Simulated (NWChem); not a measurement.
System: C3H7N; SMILES C1CNC1

Here is an NWChem input.

```
start job
memory heap 200 mb stack 900 mb global 1100 mb
geometry units angstroms noautosym nocenter noautoz
  C     -0.100126     1.074182     0.000000
  C      0.079431    -0.040583     1.045203
  N     -0.220654    -1.019992     0.000000
  C      0.079431    -0.040583    -1.045203
  H      0.628001     1.896798     0.000000
  H     -1.117855     1.489042     0.000000
  H     -0.605612    -0.050091     1.910697
  H      1.118998    -0.076657     1.429849
  H      0.325402    -1.877823     0.000000
  H      1.118998    -0.076657    -1.429849
  H     -0.605612    -0.050091    -1.910697
end
basis spherical
  * library def2-svp
end
dft
  xc pbe0
  iterations 150
end
cosmo
  dielec 20.7
end
task dft energy
```

All runs use the structure optimised with PBE0/def2-SVP.

Level: PBE0/def2-SVP with COSMO at NWChem's default radii, gas-phase geometry; the question gives the dielectric constant.

### Question
Give the results of this calculation. (PBE0/def2-SVP, COSMO on the gas-phase geometry.) Quantities: electrostatic solvation energy (kcal/mol); dipole in solution (D).

### Answer
```json
{
  "electrostatic solvation energy (kcal/mol)": "-3.0",
  "dipole in solution (D)": "1.52"
}
```
